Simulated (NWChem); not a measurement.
System: SiOH, doublet; SMILES [SiH]=O

Excerpt of the output:

```
             Northwest Computational Chemistry Package (NWChem) 7.3.0
             --------------------------------------------------------

 CS  symmetry detected

                             Geometry "geometry" -> ""
                             -------------------------

 Output coordinates in angstroms (scale by  1.889725989 to convert to a.u.)

  No.       Tag          Charge          X              Y              Z
 ---- ---------------- ---------- -------------- -------------- --------------
    1 O                    8.0000    -0.01548420    -1.03824354     0.00000000
    2 Si                  14.0000     0.09423141     0.49810525     0.00000000
    3 H                    1.0000    -1.19536621     1.33247480     0.00000000

 Effective nuclear repulsion energy (a.u.)      44.9010431812

      Symmetry information
      --------------------

 Group name             Cs
 Group number              2
 Group order               2
 No. of unique centers     3

                                Z-matrix (autoz)
                                --------

 Units are Angstrom for bonds and degrees for angles

      Type          Name      I     J     K     L     M      Value
      ----------- --------  ----- ----- ----- ----- ----- ----------
    1 Stretch                  1     2                       1.54026
    2 Stretch                  2     3                       1.53598
    3 Bend                     1     2     3               118.81812

                           NWChem Geometry Optimization
                           ----------------------------

 maximum gradient threshold         (gmax) =   0.000450
 rms gradient threshold             (grms) =   0.000300
 maximum cartesian step threshold   (xmax) =   0.001800
 rms cartesian step threshold       (xrms) =   0.001200
 fixed trust radius                (trust) =   0.300000
 source of zmatrix                         =   autoz

          -------------------
          Energy Minimization
          -------------------

 Using diagonal initial Hessian
 Scaling for Hessian diagonals: bonds = 1.00  angles = 0.25  torsions = 0.10

          --------
          Step   0

                                 NWChem DFT Module
                                 -----------------

[...]

      ----------------------
      Optimization converged
      ----------------------

  Step       Energy      Delta E   Gmax     Grms     Xrms     Xmax
  ---- ---------------- -------- -------- -------- -------- --------
@    3    -363.41302309 -1.6D-08  0.00002  0.00001  0.00013  0.00021
                                     ok       ok       ok       ok

                                Z-matrix (autoz)
                                --------

 Units are Angstrom for bonds and degrees for angles

      Type          Name      I     J     K     L     M      Value     Gradient
      ----------- --------  ----- ----- ----- ----- ----- ---------- ----------
    1 Stretch                  1     2                       1.54976    0.00001
    2 Stretch                  2     3                       1.55910    0.00002
    3 Bend                     1     2     3               116.73397    0.00001

                         Geometry "geometry" -> "geometry"
                         ---------------------------------

 Output coordinates in angstroms (scale by  1.889725989 to convert to a.u.)

  No.       Tag          Charge          X              Y              Z
 ---- ---------------- ---------- -------------- -------------- --------------
    1 O                    8.0000    -0.02520398    -1.03981016     0.00000000
    2 Si                  14.0000     0.11573472     0.50353216     0.00000000
    3 H                    1.0000    -1.20714972     1.32861451     0.00000000

 Effective nuclear repulsion energy (a.u.)      44.5942639008

      Symmetry information
      --------------------

 Group name             Cs
 Group number              2
 Group order               2
 No. of unique centers     3

[...]

 Rotational Constants
 --------------------
 A=   9.439001 cm-1  ( 13.580314 K)
 B=   0.644823 cm-1  (  0.927736 K)
 C=   0.603589 cm-1  (  0.868411 K)

 Temperature                      =   298.15K
 frequency scaling parameter      =   1.0000

 Zero-Point correction to Energy  =    5.052 kcal/mol  (  0.008051 au)
 Thermal correction to Energy     =    6.952 kcal/mol  (  0.011079 au)
 Thermal correction to Enthalpy   =    7.544 kcal/mol  (  0.012022 au)

 Total Entropy                    =   56.585 cal/mol-K
   - Translational                =   37.320 cal/mol-K (mol. weight =  44.9797)
   - Rotational                   =   18.716 cal/mol-K (symmetry #  =        1)
   - Vibrational                  =    0.549 cal/mol-K

 Cv (constant volume heat capacity) =    7.313 cal/mol-K
   - Translational                  =    2.979 cal/mol-K
   - Rotational                     =    2.979 cal/mol-K
   - Vibrational                    =    1.354 cal/mol-K

[normal modes left out]

 ----------------------------------------------------------------------------
 Normal Eigenvalue ||           Projected Infra Red Intensities
  Mode   [cm**-1]  || [atomic units] [(debye/angs)**2] [(KM/mol)] [arbitrary]
 ------ ---------- || -------------- ----------------- ---------- -----------
    1       -0.000 ||    0.000014           0.000         0.014       0.012
    2       -0.000 ||    0.003814           0.088         3.718       3.072
    3       -0.000 ||    0.007524           0.174         7.335       6.059
    4        0.000 ||    0.007235           0.167         7.053       5.827
    5        0.000 ||    0.003095           0.071         3.017       2.492
    6        0.000 ||    0.002094           0.048         2.041       1.686
    7      575.501 ||    0.008070           0.186         7.867       6.499
    8     1140.390 ||    0.014858           0.343        14.485      11.966
    9     1819.756 ||    0.065049           1.501        63.413      52.387
 ----------------------------------------------------------------------------
```

Level: LDA (Slater exchange, VWN5)/def2-SVP, spin-unrestricted. In the optimisation the excess spin sits in a' (Cs, its own frame). No stability test was run on the SCF state.

Which NWChem input produces such a log?

Several could match; the one computed here: the input that was run:
```
start job
memory heap 200 mb stack 900 mb global 1100 mb
geometry units angstroms
  O     -0.057603    -1.025260     0.000000
  Si     0.164965     0.498836     0.000000
  H     -1.059680     1.425917     0.000000
end
basis spherical
  * library def2-svp
end
dft
  odft
  mult 2
  xc slater vwn_5
  iterations 150
end
driver
  maxiter 120
end
task dft optimize
task dft freq
```
